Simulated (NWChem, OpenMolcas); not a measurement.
InNH2Cl (SMILES [NH2][In][Cl]): methods side by side

InNH2Cl: 5 atoms, total charge 0, spin state doublet. SMILES: `[NH2][In][Cl]`. The shape is that of a PBE0-D4/def2-TZVP optimisation. This is one conformer, not always the lowest.

Each level gives the electronic atomisation energy (eV). The values are calculated. Electronic energies at fixed atoms, without zero-point motion or spin-orbit coupling.

| level | kind | program | value (eV) | CPU time (all runs) |
| --- | --- | --- | --- | --- |
| UHF/def2-SVP (core potential) | Hartree–Fock | OpenMolcas | 8.54 | 9.7 s |
| USVWN5/def2-SVP (core potential) | LDA | OpenMolcas | 15.73 | 24 s |
| U-revPBE/def2-SVP (core potential) | GGA | OpenMolcas | 13.13 | 32 s |
| UBLYP/def2-SVP (core potential) | GGA | OpenMolcas | 13.27 | 37 s |
| UM06-L/def2-SVP (core potential) | meta-GGA | OpenMolcas | 13.53 | 48 s |
| UB3LYP/def2-SVP (core potential) | global hybrid | NWChem | 13.16 | 44 s |
| UPBE0/def2-SVP (core potential) | global hybrid | OpenMolcas | 13.27 | 32 s |
| UMP2/def2-SVP (core potential) | perturbation theory | NWChem | 12.47 | 52 s |

The values span 8.54 to 15.73 eV. In the correlated wave-function rows the outer d shell of In is correlated, in sets not made for it. CPU times are rough (shared hosts, several kinds of processor): they show what a rung costs within a factor of a few.
